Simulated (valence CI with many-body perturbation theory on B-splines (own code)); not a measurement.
Hf³³⁺: magnetic and hyperfine properties of the levels

Calculated by valence CI with perturbative core correlation (CI+MBPT): three valence electrons over a frozen Dirac-Fock core [Kr], a basis of 9 s, 9 p, 10 d, 8 f, 5 g, 3 h, 1 i functions for each j, with the one-electron correlation potential Σ1 (screened to all orders), the two-electron term Σ2, the three-electron term Σ3, Breit, model QED; selected single and double excitations, second order for the rest (own B-spline code, finite nucleus).

The last digits are not significant, and no measured levels were compared; by estimate large intervals hold to a few tenths of a per cent, small ones and those within an open d or f shell to about a per cent. Only levels of the ground parity were solved; by the run's estimate the other parity begins above the list, which can be wrong where configurations are misplaced.

A/g_I is the dipole constant over the nuclear g factor μ/I (μ in nuclear magnetons, uniformly magnetised nucleus), B/Q the quadrupole constant per barn. Both hold the static response of the core; the bare values leave it out. Large factors of s and p1/2 electrons are usually good to 5 to 10 %; those of open d and f shells near neutrality can be off by tens of per cent, and small factors of p3/2, d and f electrons come from cancelling terms and can be off by a factor of two or in sign, in half-filled shells by more. B is blank for J = 1/2, where it vanishes, and for nearly pure S terms. Energies count from the lowest level.

Levels are named by their leading jj configuration (3d3/2^4 stands for four electrons in 3d with j = 3/2), which in mixed levels can hold well under half, so a name can repeat and another be missing. Letters in brackets count levels of one name in rising energy.

```csv
Level,E (cm⁻¹),g,A/g_I (MHz),A/g_I bare,B/Q (MHz/b),B/Q bare
(4d3/2^3) J=3/2,0,0.675,24000,23000,-13700,-13200
(4d3/2^2 4d5/2) J=5/2 [a],101810,1.051,13300,13200,-7380,-7140
(4d3/2^2 4d5/2) J=3/2,120970,1.216,10300,10600,-3860,-3720
(4d3/2^2 4d5/2) J=7/2,130610,1.063,14200,14000,4290,4100
(4d3/2^2 4d5/2) J=9/2,134050,1.057,14800,14700,15800,15200
(4d3/2^2 4d5/2) J=1/2,135770,1.877,-11800,-10000,,
(4d3/2^2 4d5/2) J=5/2 [b],194930,1.326,7410,7860,22100,21200
(4d3/2 4d5/2^2) J=7/2 [a],232020,1.095,11100,11100,-146,-150
(4d3/2 4d5/2^2) J=9/2,244340,1.139,11200,11200,5260,5010
(4d3/2 4d5/2^2) J=3/2 [a],257810,1.135,12400,12500,-14800,-14300
(4d3/2 4d5/2^2) J=1/2,266150,1.452,-4450,-3630,,
(4d3/2 4d5/2^2) J=11/2,273460,1.087,12700,12700,31600,30400
(4d3/2 4d5/2^2) J=5/2 [a],274010,1.225,4760,5040,20700,19900
(4d3/2 4d5/2^2) J=5/2 [b],293210,1.106,13300,13300,-7020,-6760
(4d3/2 4d5/2^2) J=7/2 [b],299000,1.101,13000,12900,6550,6340
(4d3/2 4d5/2^2) J=3/2 [b],349020,0.972,19300,18900,16700,16100
(4d5/2^3) J=9/2,372490,1.147,9280,9360,3650,3520
(4d5/2^3) J=3/2,414780,1.051,11600,11500,4550,4370
(4d5/2^3) J=5/2,444080,1.160,9270,9370,3580,3440
```

(1) Take the isotope of mass number 179, with I = 9/2, μ = -0.6389 μN and Q = 3.79 b. What is the hyperfine structure of (4d3/2 4d5/2^2) J=7/2 [a]?

Results:

(1) From the table A = -1580 MHz, B = -553 MHz. Shifts from the centre of gravity in MHz: F = 1: 30200, F = 2: 27100, F = 3: 22400, F = 4: 16200, F = 5: 8410, F = 6: -1040, F = 7: -12200, F = 8: -25000.
